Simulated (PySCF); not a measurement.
# Gas-phase XPS of (FGaNH)3 ring, computed

(FGaNH)3 ring, F3Ga3H3N3.
Cartesian coordinates in Å at the PBE0-D3(BJ)/def2-SVP level; atoms count from 1:
```xyz
12
F3Ga3H3N3 angstrom
Ga    -0.297   -1.595   -0.858
F     -0.581   -3.118   -1.675
N      1.396   -1.040   -0.497
Ga     1.727    0.530    0.359
F      3.371    1.043    0.673
N      0.309    1.545    0.876
Ga    -1.401    1.044    0.515
F     -2.747    2.057    0.992
N     -1.683   -0.532   -0.349
H      2.179   -1.621   -0.782
H      0.476    2.426    1.350
H     -2.633   -0.822   -0.554
```

Method used: delta-SCF UKS SCAN, pcX-2 on the ionised atom, pcseg-1 elsewhere, spin-free X2C in PySCF. Each binding energy is the total energy of the core-ionised species, with the hole localised on one atom, minus that of the ground state; both are solved self-consistently, so orbital relaxation is included.

Task: List the computed XPS lines with their assignment.

Result: 
```csv
atom(s),bonded to,level,binding energy (eV),count
F2/F5/F8,Ga,F 1s,691.04,3
N3/N6/N9,H and 2 Ga,N 1s,404.58,3
```

Task: Which photon energy gives electrons from F 1s of F2 (atom 2)/F5/F8 a kinetic energy of 100 eV, and what is their de Broglie wavelength?

Result: hν = 691.04 + 100 = 791.04 eV, recoil neglected; λ = 12.264 Å/√(E/eV) = 1.23 Å.

Atoms equivalent by their bonding share one computed value, that of the first of them. No level of gallium is listed. One conformer (not necessarily the lowest) at the PBE0-D3(BJ)/def2-SVP geometry, without solvent, vibrations or thermal averaging.

Time: 48 s wall; peak memory 0.73 GiB. Hardware: an AMD EPYC with one thread, shared host with 64 logical CPUs at a one-minute load of 59.
